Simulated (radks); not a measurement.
As VI, 28 electrons, occupied as [Ar] 3d10. Method: scalar-relativistic Kohn-Sham, BLYP, spin-polarised, spherical densities, finite nucleus; Fermi nuclear charge, rms radius 4.0968 fm; computed with a radial shooting solver on a logarithmic mesh with Libxc functionals.

Unscreened Slater integrals over Kohn-Sham orbitals (hartree). They are taken over the spin-up orbitals.

integral,value
"F0(3d,3d)",1.3896
"F2(3d,3d)",0.65791
"F4(3d,3d)",0.41229
"F0(3d,3p)",1.4221
"F2(3d,3p)",0.67987
"G1(3d,3p)",0.82907
"G3(3d,3p)",0.51025
"F0(3d,3s)",1.4404
"G2(3d,3s)",0.63180
"F0(3p,3p)",1.4686
"F2(3p,3p)",0.73524
"F0(3p,3s)",1.4870
"G1(3p,3s)",0.98346
"F0(3s,3s)",1.5074
